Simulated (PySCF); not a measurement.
## Nonlinear optical response: SMILES S=Cc1ccc([Se]C)cc1, C8H8SSe

Molfile (atoms numbered from 1):
```
C8H8SSe
     RDKit          3D

 18 18  0  0  0  0  0  0  0  0999 V2000
    3.7460   -0.8111   -0.3847 C   0  0  0  0  0  0  0  0  0  0  0  0
    2.9887    0.8626    0.2191 Se  0  0  0  0  0  2  0  0  0  0  0  0
    1.1441    0.5002    0.0228 C   0  0  0  0  0  0  0  0  0  0  0  0
    0.2554    1.5346    0.3761 C   0  0  0  0  0  0  0  0  0  0  0  0
   -1.1089    1.3526    0.2633 C   0  0  0  0  0  0  0  0  0  0  0  0
   -1.6387    0.1343   -0.2054 C   0  0  0  0  0  0  0  0  0  0  0  0
   -3.0683   -0.0888   -0.3356 C   0  0  0  0  0  0  0  0  0  0  0  0
   -4.2704    0.9534    0.0104 S   0  0  0  0  0  0  0  0  0  0  0  0
   -0.7436   -0.8897   -0.5546 C   0  0  0  0  0  0  0  0  0  0  0  0
    0.6304   -0.7159   -0.4443 C   0  0  0  0  0  0  0  0  0  0  0  0
    4.8349   -0.6905   -0.3085 H   0  0  0  0  0  0  0  0  0  0  0  0
    3.4318   -1.6424    0.2606 H   0  0  0  0  0  0  0  0  0  0  0  0
    3.4798   -1.0096   -1.4315 H   0  0  0  0  0  0  0  0  0  0  0  0
    0.6471    2.4877    0.7417 H   0  0  0  0  0  0  0  0  0  0  0  0
   -1.8089    2.1472    0.5341 H   0  0  0  0  0  0  0  0  0  0  0  0
   -3.3244   -1.0918   -0.7158 H   0  0  0  0  0  0  0  0  0  0  0  0
   -1.1377   -1.8423   -0.9202 H   0  0  0  0  0  0  0  0  0  0  0  0
    1.2948   -1.5340   -0.7245 H   0  0  0  0  0  0  0  0  0  0  0  0
  1  2  1  0
  2  3  1  0
  3  4  1  0
  4  5  2  0
  5  6  1  0
  6  7  1  0
  7  8  2  0
  6  9  2  0
  9 10  1  0
 10  3  2  0
  1 11  1  0
  1 12  1  0
  1 13  1  0
  4 14  1  0
  5 15  1  0
  7 16  1  0
  9 17  1  0
 10 18  1  0
M  END
```

Theory: PySCF 2.14.0, quadratic response CAM-B3LYP/aug-cc-pVDZ first hyperpolarisability, Taylor convention, gas phase. Geometry: PBE0-D3(BJ)/def2-SVP.

The calculation is non-relativistic, which matters for the atoms heavier than Zn.

Q: What is the first hyperpolarisability, and how does it disperse?

A: In 10⁻³⁰ esu, Taylor convention; the vector part is βᵢ = ⅓ Σⱼ (βᵢⱼⱼ + βⱼᵢⱼ + βⱼⱼᵢ); β∥ is 3/5 of the vector part along the dipole, the dipole points from − to +:
| process | λ (nm) | β vector norm | β∥ | β HRS | depolarisation ratio |
| --- | --- | --- | --- | --- | --- |
| static β(0;0,0) | ∞ | 35.22 | 18.47 | 14.87 | 4.70 |
| second harmonic β(−2ω;ω,ω) | 1907 | 42.50 | 22.28 | 17.90 | 4.74 |
| Pockels β(−ω;ω,0) | 1907 | 37.42 | 19.62 | – | – |
| Pockels β(−ω;ω,0) | 1064 | 43.10 | 22.59 | – | – |

Second harmonics within 0.3 eV of the first excitation or beyond it are left out.

Q: Which lowest excitations, dipole and polarisabilities go with it?

A: S1 2.25 eV (f = 0.000); S2 3.70 eV (f = 0.646); S3 4.50 eV (f = 0.003); dipole 4.65 D; isotropic α 167.1 au static, 168.7 au at 1907 nm, 172.6 au at 1064 nm, 174.1 au at 953.5 nm.
